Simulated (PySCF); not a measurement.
An unknown is described by computed data only.

Elements present: C and H. Monoisotopic mass: 130.0783 u.

- UV, first state: lowest singlet excitation: 4.74 eV (262 nm, f = 0.042) [TDDFT CAM-B3LYP/def2-SVPD]
- UV, strongest line: among the 10 lowest singlet transitions: S2 at 5.64 eV (220 nm, f = 0.209) [TDDFT CAM-B3LYP/def2-SVPD]
- Rotational structure: rotational constants A, B, C: 2.902, 0.769, 0.671 GHz [PBE0-D3(BJ)/def2-SVP]
- Polarisability: 115.2 au [CAM-B3LYP/def2-SVPD]
- 13C NMR: chemical shifts (computed TMS as zero) by class: 146.7 (1 C), 145.9 (1 C), 138.1 (1 C), 138.1 (1 C), 85.6 (1 C), 80.8 (1 C), 46.5 (1 C), 23.5 (1 C), 18.0 (1 C), 4.8 (1 C) ppm [GIAO PBE0/pcSseg-1]
- Triplet: lowest triplet excitation (Tamm–Dancoff): 2.93 eV [TDA CAM-B3LYP/def2-SVPD]
- Dipole: 0.98 D [CAM-B3LYP/def2-SVPD]
- 1H NMR: chemical shifts (computed TMS as zero) by class: 6.62 (1 H), 6.60 (1 H), 6.57 (1 H), 6.08 (1 H), 2.30 (1 H), 1.86 (3 H), 1.70 (1 H), 1.64 (1 H) ppm [GIAO PBE0/pcSseg-1]
- Valence photoelectron: vertical ionisation energy: 8.09 eV [ΔSCF CAM-B3LYP/def2-SVPD]

Gas-phase values; electronic properties from PySCF, density fitting. Levels stand in brackets. Geometry: PBE0-D3(BJ)/def2-SVP; no solvent, vibrations or thermal averaging. NMR values are class means; diastereotopic atoms form classes of their own.

**Question.** Which formula fits the mass and the elements?

**Answer.** C10H10 (calculated 130.0783). No other formula that holds each of these elements comes within 0.0003 u with a fitting electron parity and a possible valence count.

**Question.** Propose a structure and show how it fits.

**Answer.** Numbering: `[CH3:1][C:2]#[C:3][C@@H:4]1[CH2:5][C:6]12[CH:7]=[CH:8][CH:9]=[CH:10]2`. Its formula, C10H10, gives 6 degrees of unsaturation: 2 rings and 4 π bonds in the structure found. 10 carbons fall into 10 classes; from least to most shielded: alkene CH carbon [C10] (146.7 ppm), alkene CH carbon [C7] (145.9 ppm), alkene CH carbon [C9] (138.1 ppm), alkene CH carbon [C8] (138.1 ppm), alkyne carbon [C3] (85.6 ppm), alkyne carbon [C2] (80.8 ppm), sp3 carbon at a ring junction [C6] (46.5 ppm), three-membered-ring carbon [C5] (23.5 ppm), propargylic carbon [C4] (18.0 ppm), propargylic carbon [C1] (4.8 ppm). Hydrogen classes from least to most shielded: 1 H on an alkene CH carbon, C9 (6.62 ppm), 1 H on an alkene CH carbon, C10 (6.60 ppm), 1 H on an alkene CH carbon, C8 (6.57 ppm), 1 H on an alkene CH carbon, C7 (6.08 ppm), 1 H on a propargylic carbon, C4 (2.30 ppm), 3 H on a propargylic carbon, C1 (1.86 ppm), 1 H on a three-membered-ring carbon, C5 (1.70 ppm), 1 H on a three-membered-ring carbon, C5 (1.64 ppm). The first electron is taken from the HOMO, whose largest Löwdin shares are 0.26 on an alkene CH carbon, 0.25 on an alkene CH carbon, 0.17 on an alkene CH carbon and 0.16 on an alkene CH carbon. The optimised geometry has point group C1 and is an asymmetric top. Structure: `CC#C[C@@H]1CC12C=CC=C2`. Computed isomers that give other values at the same levels: `C=CC1=C/C=C\C=C/C=C\1` (rotational constant A: 2.399 GHz; this holds for the one conformer computed); `CC1=CCc2ccccc21` (rotational constant A: 2.513 GHz; this holds for the one conformer computed); `C=Cc1ccc2c(c1)CC2` (13C chemical shifts (computed TMS as zero) by class: 150.7 (1 C), 150.1 (1 C), 146.0 (1 C), 140.5 (1 C), 135.5 (1 C), 127.8 (1 C), 121.3 (1 C), 116.9 (1 C), 30.8 (1 C), 30.6 (1 C) ppm). The assignments are read from this structure; whether some other isomer fits the data as well wasn't checked. The mirror image fits equally.
